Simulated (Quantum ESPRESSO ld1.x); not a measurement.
Radial electron density D(r) = 4 pi r^2 rho(r) of an atom or ion with 38 electrons. All-electron calculation, scalar-relativistic Kohn-Sham, LDA (Slater exchange, Perdew-Zunger correlation), spin-unpolarised, spherical densities, point nucleus. Program: ld1.x of Quantum ESPRESSO 7.5.

r (bohr)  D(r) (e/bohr)
0.001068          1.398
0.001379          2.196
0.001782          3.419
0.002302          5.267
0.002973          7.997
0.003841          11.92
0.004961          17.35
0.006408          24.50
0.008278          33.27
0.01069           42.97
0.01381           52.10
0.01784           58.48
0.02305           60.10
0.02977           56.92
0.03846           52.51
0.04968           53.14
0.06366           61.80
0.08224           73.32
0.1062            74.78
0.1372            62.16
0.1773            50.63
0.229             54.65
0.2958            60.77
0.3821            47.74
0.4935            25.41
0.6375            15.96
0.8235            15.54
1.064             10.77
1.374             3.962
1.775            0.7132
2.293           0.05748
2.962          0.001802

What is the nuclear charge?

Answer. Z = 47. The innermost maximum, from 1s, lies near gamma/Z bohr with gamma = sqrt(1 - (Z/c)^2) = 0.939, here 0.02 bohr (found: 0.0220), and its height grows with Z. The density is that of the silver ion Ag9+ in [Kr] 4d2; the configuration itself is not fixed sharply by these data, and Z only to a few units. D(r) has 4 maxima, at r = 0.0220, 0.0957, 0.289, 0.760 bohr, and minima at 0.0430, 0.187, 0.691 bohr, inside which lie 2.00, 11.08, 29.54 electrons.
